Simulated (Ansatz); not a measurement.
This geometry of CH₃OSSi (7 atoms, charge -1, multiplicity 1) is a first-order saddle point.

The calculation used RKS PBE0-D4/def2-SVP (Ansatz).

```xyz
7
Properties=species:S:1:pos:R:3
O -1.251 0.699 -0.728
C -0.213 -0.232 -0.598
Si 1.287 0.426 0.324
S -0.345 -1.644 -1.465
H -1.888 0.485 -0.040
H 0.583 1.098 1.511
H 1.826 -0.832 0.997
```

(1) Which two structures does it join? (They come from a converged band through this point; their orientation in space is the band's.)

(2) How far does it lie above each of them?

## Answers

(1) No bond is made or broken. The dihedral H5–O1–C2–Si3 goes from -13 to 170°.

Image 0:

```xyz
7
Properties=species:S:1:pos:R:3
O -1.410 0.338 -0.562
C -0.218 -0.286 -0.709
Si 1.209 0.425 0.376
S -0.091 -1.423 -1.909
H -1.293 0.882 0.235
H 0.209 0.934 1.471
H 1.594 -0.869 1.098
```

Image 10:

```xyz
7
Properties=species:S:1:pos:R:3
O -1.223 0.714 -0.544
C -0.175 -0.130 -0.449
Si 1.255 0.452 0.665
S -0.186 -1.438 -1.497
H -1.761 0.329 -1.263
H 0.420 0.973 1.844
H 1.670 -0.899 1.243
```

(2) 12.5 kcal/mol above the first and 14.6 kcal/mol above the second. This is the barrier of this one path; another mechanism may lie lower. Limits of this set-up: an anion without diffuse functions, the dipole of an ion depends on the origin.

Run time: 3.3 min on 1 thread of Arm Neoverse V1, with other jobs on the host, peak memory 0.16 GiB.
